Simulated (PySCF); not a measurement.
Computed with core-valence-separated Tamm–Dancoff BHandHLYP/aug-pcX-1 (pcseg-1 on H, def2-SVPD on Si, def2-SVPD on Ge) in PySCF, non-relativistic, gas phase, PBE0-D3(BJ)/def2-SVP geometry. The energies are unshifted.

Main lines of an unknown, eV (oscillator strength): C K: 282.0 (0.057), 282.8 (0.049), 282.9 (0.058), 283.3 (0.034), 283.7 (0.087). Listed: the first five lines at most of each edge with a tenth or more of its strongest line's intensity; roots within 0.03 eV on the same or equivalent atoms are summed. Only the lowest roots were sought, and the top ones are left out.

**Question.** Which candidate gives them?
A. `C=C(C)[SiH2]C#[C][GeH3]`
B. `[SiH2](CC=C)C#[C][GeH3]`
C. `C#C/C=[CH]/[GeH2][CH2][SiH3]`
D. `C=[C](C)[GeH2][C]#C[SiH3]`

**Answer.** C. 

- `C#C/C=[CH]/[GeH2][CH2][SiH3]`: C K: 282.0 (0.057), 282.8 (0.049), 282.9 (0.058), 283.3 (0.034), 283.7 (0.087). First C line listed at 282.0 eV, hole on the alkene CH carbon (1s→π*).
- `C=C(C)[SiH2]C#[C][GeH3]`: C K: 282.4 (0.058), 282.5 (0.059), 282.6 (0.113), 282.7 (0.046), 282.8 (0.047). First C line listed at 282.4 eV, hole on the terminal =CH2 carbon (1s→π*).
- `C=CC[SiH2]C#[C][GeH3]`: C K: 282.6 (0.111), 282.6 (0.056), 282.8 (0.046), 282.8 (0.046), 282.8 (0.065). First C line listed at 282.6 eV, hole on the alkyne carbon (1s→π*).
- `C=[C](C)[GeH2][C]#C[SiH3]`: C K: 282.5 (0.058), 282.6 (0.056), 282.6 (0.059), 282.7 (0.062), 282.7 (0.087). First C line listed at 282.5 eV, hole on the terminal =CH2 carbon (1s→π*).

One conformer each; other structures than these candidates weren't tested.

The values belong to the conformer `[CH:1]#[C:2]/[CH:3]=[CH:4]/[GeH2:5][CH2:6][SiH3:7]`: C3–C4–Ge5–C6 116°, C4–Ge5–C6–Si7 57°.
